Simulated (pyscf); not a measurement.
## `[SH][SiH2][SH]`, singlet

Gas-phase minimum from PySCF at ωB97X-D3(BJ)/def2-SVP, one conformer. 

SMILES: S[SiH2]S
```xyz
7

S     -1.5339     1.8320    -0.8789
Si     0.1750     0.5578    -1.0756
S     -0.5151    -1.4581    -1.0745
H     -0.8437     2.8641    -0.3533
H      1.1098     0.8583     0.0434
H      0.8855     0.7139    -2.3711
H     -1.1567    -1.3490     0.1059
```
Charge 0, spin multiplicity 1.

Bond lengths (Å): S1–Si2 2.141, S1–H4 1.348, Si2–S3 2.131, Si2–H5 1.489, Si2–H6 1.486, S3–H7 1.348. Angles (°): Si2–S1–H4 94.8, S1–Si2–S3 107.7, S1–Si2–H5 108.2, S1–Si2–H6 113.5, S3–Si2–H5 113.2, S3–Si2–H6 104.8, H5–Si2–H6 109.5, Si2–S3–H7 94.5.

Properties at ωB97X-D3(BJ)/def2-SVP:

```
Property                                                                                                                                                                                            Value
---------------------------------------------------------------------------------------------------------------------  ----------------------------------------------------------------------------------
Harmonic wavenumbers, unscaled                                                                                         127, 158, 256, 504, 527, 570, 675, 742, 812, 895, 972, 2259, 2280, 2753, 2757 cm⁻¹
Zero-point energy                                                                                                                                                                           23.3 kcal/mol
Rotational symmetry number                                                                                                                                                                              1
Entropy of this conformer at 298 K and 1 atm, rigid rotor and harmonic oscillator, modes under 100 cm⁻¹ raised to 100                                                                     316.7 J/(mol K)
Dipole moment                                                                                                                                                                                      1.78 D
```

Single-point totals, which compare only within one level (frozen core for MP2 and CC):

```json
[
 {"level": "ωB97X-D3(BJ)/def2-TZVP", "total energy (hartree)": "-1088.43107"},
 {"level": "PBE/def2-TZVP", "total energy (hartree)": "-1087.87127"},
 {"level": "r²SCAN/def2-TZVP", "total energy (hartree)": "-1088.28889"},
 {"level": "B3LYP-D3(BJ)/def2-TZVP", "total energy (hartree)": "-1088.44154"},
 {"level": "PBE0-D3(BJ)/def2-TZVP", "total energy (hartree)": "-1087.97503"},
 {"level": "M06-2X/def2-TZVP", "total energy (hartree)": "-1088.30694"},
 {"level": "ωB97M-D3(BJ)/def2-TZVP", "total energy (hartree)": "-1088.50849"},
 {"level": "HF/def2-TZVPP", "total energy (hartree)": "-1086.41894"},
 {"level": "MP2/def2-TZVPP", "total energy (hartree)": "-1086.90135"},
 {"level": "CCSD/def2-TZVPP", "total energy (hartree)": "-1086.95356"},
 {"level": "CCSD(T)/def2-TZVPP", "total energy (hartree)": "-1086.97697"}
]
```

Soft torsions are taken as harmonic, which can shift the entropy by several J/(mol K). The CCSD(T) − MP2 part came from Ansatz, without density fitting, on the same reference.
